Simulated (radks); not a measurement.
Task: The mean radii <r> (bohr) of the occupied orbitals of an atom or ion are listed with their occupations. Calculated with a radial shooting solver on a logarithmic mesh with Libxc functionals: scalar-relativistic Kohn-Sham, BLYP, spin-polarised, spherical densities, finite nucleus; Fermi nuclear charge, rms radius of each element as measured or else 0.836 A^(1/3) + 0.57 fm.

| orbital | occ. | <r> |
|---|---|---|
| 1s down | 1 | 0.01867 |
| 1s up | 1 | 0.01867 |
| 2s up | 1 | 0.07896 |
| 2s down | 1 | 0.07896 |
| 2p up | 3 | 0.07056 |
| 2p down | 3 | 0.07056 |
| 3s up | 1 | 0.2048 |
| 3s down | 1 | 0.2048 |
| 3p up | 3 | 0.2049 |
| 3p down | 3 | 0.2049 |
| 3d up | 5 | 0.1856 |
| 3d down | 5 | 0.1856 |
| 4s up | 1 | 0.4588 |
| 4s down | 1 | 0.4588 |
| 4p up | 3 | 0.4877 |
| 4p down | 3 | 0.4877 |
| 4d up | 5 | 0.5232 |
| 4d down | 5 | 0.5230 |
| 5s up | 1 | 1.103 |
| 5s down | 1 | 1.097 |
| 5p up | 3 | 1.296 |
| 5p down | 3 | 1.289 |
| 4f up | 7 | 0.6417 |
| 4f down | 7 | 0.6371 |
| 5d up | 3 | 2.005 |
| 6d up | 1 | 6.566 |

Name the element and its charge. Open shells, if any, are filled with parallel spins first.

Result: Z = 73, tantalum, charge +1: Ta+ in [Xe] 4f14 5d3 6d1. The 1s radius gives Z: for a bare nucleus <r> = (2 gamma + 1)/(2Z) with gamma = sqrt(1 - (Z/c)^2), 0.01844 bohr for Z = 73, and screening makes it slightly larger (0.01867 here). The occupations add up to 72, and the charge is Z minus that.
